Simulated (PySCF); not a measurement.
C5H4BF2 (charge -1).
SMILES: `Fc1[bH-]cc(F)cc1`

Jobs on this species (12 atoms, 58 electrons) with PySCF (density fitting). Hardware of each: an x86-64 server with one thread, no GPU, on a shared host. The host was shared with other jobs, so the times are rough.

| level and settings | work | basis functions | SCF cycles | wall time |
| --- | --- | --- | --- | --- |
| PBE0/pcSseg-1 | shieldings, charges and field gradients | 156 | ? | ? |
| B3LYP/pcJ-1 | spin–spin couplings from 12 perturbed nuclei, spin–dipole term for 3 of them | 256 | ? | ? |
| CAM-B3LYP/def2-SVPD | 10 singlets by full TDDFT, 4 Tamm–Dancoff triplets, polarisability, ΔSCF ions | 198 | 13 | 90 s |
| HF/pcSseg-2 | shieldings | 344 | 12 | 29 s |
| delta-SCF UKS SCAN, pcX-2 on the ionised atom, pcseg-1 elsewhere, spin-free X2C | ΔSCF core ionisation, 8 holes | 163 | 167 | 57 s |
| PBE0-D3(BJ)/def2-SVP, grid level 1 | geometry optimisation from a GFN2-xTB start | 132 | 64 | 55 s |

Fill in the missing figures.

- PBE0/pcSseg-1; shieldings, charges and field gradients: 15 s, 14 SCF cycles
- B3LYP/pcJ-1; spin–spin couplings from 12 perturbed nuclei, spin–dipole term for 3 of them: 44 s, 14 SCF cycles

What do all jobs in the table cost together?

About 4.8 min; the longest takes about 31 % of that, and about 6 times as long as the shortest.
